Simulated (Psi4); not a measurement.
C₃H₆Cl, doublet, geometry from GFN2-xTB; PBE/STO-3G (Psi4).

The Psi4 input:
```
memory 2 GB

molecule mol {
0 2
  C     0.835192   -0.011737   -0.937763
  C     2.084743   -0.177637   -0.169537
  C    -0.254507    0.777394   -0.466430
  H     0.677043   -0.663505   -1.782533
  H     2.085227   -1.137528    0.358041
  Cl   -1.350148   -0.283367    0.715905
  H     2.948546   -0.189084   -0.835151
  H     2.203159    0.612184    0.568440
  H     0.023736    1.600461    0.184586
  H    -0.977760    1.066592   -1.221389
}

set basis sto-3g
set reference uks

energy('pbe')
print_variables()
```

The log (banner, timings and long lists left out):

```
   => Loading Basis Set <=

    Name: STO-3G
    Role: ORBITAL
    Keyword: BASIS

         ---------------------------------------------------------
                                   SCF
               by Justin Turney, Rob Parrish, Andy Simmonett
                          and Daniel G. A. Smith
                              UKS Reference
         ---------------------------------------------------------

  ==> Geometry <==

    Molecular point group: c1
    Full point group: C1

    Geometry (in Angstrom), charge = 0, multiplicity = 2:

       Center              X                  Y                   Z               Mass
    ------------   -----------------  -----------------  -----------------  -----------------
         C            0.941839952282     0.008435112922    -0.981913208366    12.000000000000
         C            2.191390952282    -0.157464887078    -0.213687208366    12.000000000000
         C           -0.147859047718     0.797566112922    -0.510580208366    12.000000000000
         H            0.783690952282    -0.643332887078    -1.826683208366     1.007825032230
         H            2.191874952282    -1.117355887078     0.313890791634     1.007825032230
         CL          -1.243500047718    -0.263194887078     0.671754791634    34.968852682000
         H            3.055193952282    -0.168911887078    -0.879301208366     1.007825032230
         H            2.309806952282     0.632356112922     0.524289791634     1.007825032230
         H            0.130383952282     1.620633112922     0.140435791634     1.007825032230
         H           -0.871112047718     1.086764112922    -1.265539208366     1.007825032230

  Running in c1 symmetry.

  Rotational constants: A =      0.46883  B =      0.09910  C =      0.08959 [cm^-1]
  Rotational constants: A =  14055.15283  B =   2970.98539  C =   2685.94194 [MHz]
  Nuclear repulsion =  150.000998752404712

  Charge       = 0
  Multiplicity = 2
  Electrons    = 41
  Nalpha       = 21
  Nbeta        = 20

  ==> Algorithm <==

  SCF Algorithm Type is DF.
  DIIS enabled.
  MOM disabled.
  Fractional occupation disabled.
  Guess Type is SAD.
  Energy threshold   = 1.00e-06
  Density threshold  = 1.00e-06
  Integral threshold = 1.00e-12

  ==> Primary Basis <==

  Basis Set: STO-3G
    Blend: STO-3G
    Number of shells: 20
    Number of basis functions: 30
    Number of Cartesian functions: 30
    Spherical Harmonics?: true
    Max angular momentum: 1

  ==> DFT Potential <==

   => LibXC <=

    Version 7.1.2
    S. Lehtola, C. Steigemann, M. J. T. Oliveira, and M. A. L. Marques,  SoftwareX 7, 1–5 (2018) (10.1016/j.softx.2017.11.002)

   => Composite Functional: PBE <=

    PBE GGA Exchange-Correlation Functional

    J.P. Perdew et. al., Phys. Rev. Lett., 77(18), 3865-3868, 1996

    Deriv               =              1
    GGA                 =           TRUE
    Meta                =          FALSE

    Exchange Hybrid     =          FALSE
    MP2 Hybrid          =          FALSE

   => Exchange Functionals <=

    1.0000     XC_GGA_X_PBE

   => Correlation Functionals <=

    1.0000     XC_GGA_C_PBE

   => LibXC Density Thresholds  <==

    XC_GGA_C_PBE:  1.00E-12
    XC_GGA_X_PBE:  1.00E-15

   => Molecular Quadrature <=

    Radial Scheme          =       TREUTLER
    Pruning Scheme         =           NONE
    Nuclear Scheme         =       TREUTLER

    Blocking Scheme        =         OCTREE
    BS radius alpha        =              1
    Pruning alpha          =              1
    Radial Points          =             75
    Spherical Points       =            302
    Total Points           =         211653
    Total Blocks           =           1605
    Max Points             =            256
    Max Functions          =             28
    Weights Tolerance      =       1.00E-15

   => Loading Basis Set <=

    Name: (STO-3G AUX)
    Role: JKFIT
    Keyword: DF_BASIS_SCF

  ==> Integral Setup <==

  SCF_SUBTYPE=INCORE selected. In-core MEM_DF algorithm will be used.
  Using in-core AOs.

  ==> MemDFJK: Density-Fitted J/K Matrices <==

    J tasked:                   Yes
    K tasked:                    No
    wK tasked:                   No
    Algorithm:                 Core
    Schwarz Cutoff:           1E-12
    Mask sparsity (%):       2.6667
    Fitting Condition:        1E-10

   => Auxiliary Basis Set <=

  Basis Set: (STO-3G AUX)
    Blend: DEF2-UNIVERSAL-JKFIT
    Number of shells: 149
    Number of basis functions: 461
    Number of Cartesian functions: 542
    Spherical Harmonics?: true
    Max angular momentum: 4

  Minimum eigenvalue in the overlap matrix is 2.0474073954E-01.
  Reciprocal condition number of the overlap matrix is 8.4255813425E-02.
    Using symmetric orthogonalization.

  ==> Pre-Iterations <==

  SCF Guess: Superposition of Atomic Densities via on-the-fly atomic UHF (no occupation information).

   -------------------------
    Irrep   Nso     Nmo
   -------------------------
     A         30      30
   -------------------------
    Total      30      30
   -------------------------

  ==> Iterations <==

                           Total Energy        Delta E     RMS |[F,P]|

   @DF-UKS iter SAD:  -569.62515319046952   -5.69625e+02   0.00000e+00
   @DF-UKS iter   1:  -571.23607615925459   -1.61092e+00   6.31673e-03 DIIS/ADIIS
   @DF-UKS iter   2:  -571.14547679091447    9.05994e-02   1.26322e-02 DIIS/ADIIS
   @DF-UKS iter   3:  -571.27141452970170   -1.25938e-01   1.02599e-03 DIIS/ADIIS
   @DF-UKS iter   4:  -571.27183181902137   -4.17289e-04   6.51677e-04 DIIS/ADIIS
   @DF-UKS iter   5:  -571.27212053628784   -2.88717e-04   6.66851e-05 DIIS
   @DF-UKS iter   6:  -571.27212446560554   -3.92932e-06   4.94587e-05 DIIS
   @DF-UKS iter   7:  -571.27212590051738   -1.43491e-06   8.17547e-06 DIIS
   @DF-UKS iter   8:  -571.27212595855212   -5.80347e-08   1.83461e-06 DIIS
   @DF-UKS iter   9:  -571.27212596261825   -4.06612e-09   3.15405e-07 DIIS
  Energy and wave function converged.

  ==> Post-Iterations <==

   Electrons on quadrature grid:
      Nalpha   =   20.9999982618 ; deviation = -1.738e-06
      Nbeta    =   19.9999988963 ; deviation = -1.104e-06
      Ntotal   =   40.9999971581 ; deviation = -2.842e-06

   @Spin Contamination Metric:   4.117393308E-03
   @S^2 Expected:                7.500000000E-01
   @S^2 Observed:                7.541173933E-01
   @S   Expected:                5.000000000E-01
   @S   Observed:                5.000000000E-01

    Orbital Energies [Eh]
    ---------------------

    Alpha Occupied:

       1A    -99.525573     2A     -9.780357     3A     -9.736112
       4A     -9.734921     5A     -8.894957     6A     -6.749818
       7A     -6.730678     8A     -6.730254     9A     -0.726262
      10A     -0.652113    11A     -0.582982    12A     -0.496422
      13A     -0.412481    14A     -0.368041    15A     -0.354493
      16A     -0.312772    17A     -0.300659    18A     -0.295383
      19A     -0.168374    20A     -0.163567    21A     -0.115623

    Alpha Virtual:

      22A      0.094944    23A      0.311470    24A      0.359427
      25A      0.373341    26A      0.382649    27A      0.394039
      28A      0.430813    29A      0.509430    30A      0.529712

    Beta Occupied:

       1A    -99.524613     2A     -9.781037     3A     -9.736508
       4A     -9.723148     5A     -8.893697     6A     -6.746683
       7A     -6.729862     8A     -6.729558     9A     -0.713596
      10A     -0.644423    11A     -0.576178    12A     -0.483741
      13A     -0.407970    14A     -0.362573    15A     -0.344030
      16A     -0.308608    17A     -0.294708    18A     -0.287871
      19A     -0.162861    20A     -0.159846

    Beta Virtual:

      21A     -0.042094    22A      0.117512    23A      0.315020
      24A      0.371885    25A      0.381416    26A      0.394316
      27A      0.401490    28A      0.435988    29A      0.521529
      30A      0.541296

    Final Occupation by Irrep:
              A
    DOCC [    20 ]
    SOCC [     1 ]
    NA   [    21 ]
    NB   [    20 ]

  @DF-UKS Final Energy:  -571.27212596261825

   => Energetics <=

    Nuclear Repulsion Energy =            150.0009987524047119
    One-Electron Energy =               -1084.1943335548266987
    Two-Electron Energy =                 409.2689112696104985
    DFT Exchange-Correlation Energy =     -46.3477024298067803
    Empirical Dispersion Energy =           0.0000000000000000
    VV10 Nonlocal Energy =                  0.0000000000000000
    Total Energy =                       -571.2721259626182473

  UHF NO Occupations:
  HONO-2 :   19  A 1.9994089
  HONO-1 :   20  A 1.9989741
  HONO-0 :   21  A 1.0000000
  LUNO+0 :   22  A 0.0010259
  LUNO+1 :   23  A 0.0005911
  LUNO+2 :   24  A 0.0002111
  LUNO+3 :   25  A 0.0001598

Computation Completed

Properties will be evaluated at   0.000000,   0.000000,   0.000000 [a0]

Properties computed using the SCF density matrix

 Multipole Moments:

 ------------------------------------------------------------------------------------
     Multipole            Electronic (a.u.)      Nuclear  (a.u.)        Total (a.u.)
 ------------------------------------------------------------------------------------

 L = 1.  Multiply by 2.5417464519 to convert [e a0] to [Debye]
 Dipole X            :         -7.4659596            8.2629580            0.7969983
 Dipole Y            :         -1.2012693            1.5629124            0.3616431
 Dipole Z            :          2.8470592           -3.4207058           -0.5736465
 Magnitude           :                                                    1.0464523

 ------------------------------------------------------------------------------------

  Variable Map:
  ----------------------------------------------------------------------------
  "CURRENT ENERGY"              =>    -571.272125962618
  "CURRENT REFERENCE ENERGY"    =>    -571.272125962618
  "DD SOLVATION ENERGY"         =>       0.000000000000
  "DFT FUNCTIONAL TOTAL ENERGY" =>    -571.272125962618
  "DFT TOTAL ENERGY"            =>    -571.272125962618
  "DFT VV10 ENERGY"             =>       0.000000000000
  "DFT XC ENERGY"               =>     -46.347702429807
  "GRID ELECTRONS ALPHA"        =>      20.999998261832
  "GRID ELECTRONS BETA"         =>      19.999998896301
  "GRID ELECTRONS TOTAL"        =>      40.999997158133
  "NUCLEAR REPULSION ENERGY"    =>     150.000998752405
  "ONE-ELECTRON ENERGY"         =>   -1084.194333554827
  "PCM POLARIZATION ENERGY"     =>       0.000000000000
  "PE ENERGY"                   =>       0.000000000000
  "SCF ITERATION ENERGY"        =>    -571.272125962618
  "SCF ITERATIONS"              =>       9.000000000000
  "SCF TOTAL ENERGY"            =>    -571.272125962618
  "TWO-ELECTRON ENERGY"         =>     409.268911269610
  "XC GRID RADIAL POINTS"       =>      75.000000000000
  "XC GRID SPHERICAL POINTS"    =>     302.000000000000
  "XC GRID TOTAL POINTS"        =>  211653.000000000000

  Array Variable Map:
  ----------------------------------------------------------------------------
  "CURRENT DIPOLE"              =>       0.796998349923 ... -0.573646543505 1 by 3
  "SCF DIPOLE"                  =>       0.796998349923 ... -0.573646543505 1 by 3
  "SCF TOTAL ENERGIES"          =>    -569.625153190470 ... -571.272125962618 1 by 10
```
